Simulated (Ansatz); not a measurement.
Reaction (substitution at a C–In bond): `C[C](=O)[InH2]` + `[SiH3][TeH]` → `CC(=O)[Te][SiH3]` + `[InH3]`

Calculated with Ansatz (gas phase, PBE0-D4/def2-TZVP geometries, no zero-point term in ΔE). CBS: MP2 limit from def2 TZ/QZ plus the TZ coupled-cluster correction, frozen cores. DFT in def2-TZVPP. Elements past krypton have def2 core potentials. For In, Te outer-core shells are correlated without core-valence functions, which leaves a few kJ/mol of doubt a bond. Each species was taken in one conformer, which may not be the lowest.

```csv
level,ΔE (kcal/mol),difference from CCSD(T)/CBS
PBE-D4,-6.1,-2.2
ωB97X-V,-3.7,0.2
B2PLYP,-3.7,0.2
PBE,-4.7,-0.8
HF/def2-TZVPP,-0.9,3.0
SCS-MP2/def2-TZVPP,-4.2,-0.3
CCSD/def2-TZVPP,-2.4,1.5
SCS-MP2/def2-QZVPP,-4.3,-0.4
MP2/CBS(def2),-5.6,-1.7
CCSD/CBS(def2),-2.8,1.1
CCSD(T)/CBS,-3.9,0
```

Largest T1 diagnostic among the species: 0.018.

The D4 term adds −2.2 kcal/mol with B3LYP and −1.2 kcal/mol with PBE0; it sums over pairs of atoms, weighted by their polarisabilities, and B3LYP, whose exchange is more repulsive, gets the larger term. In def2-TZVPP, CCSD(T) changes the Hartree–Fock value by −2.6 kcal/mol (the triples alone add −1.1 kcal/mol) and MP2 by −4.3 kcal/mol.

B3LYP here is the variant with VWN-RPA as its local correlation; programs differ in this.
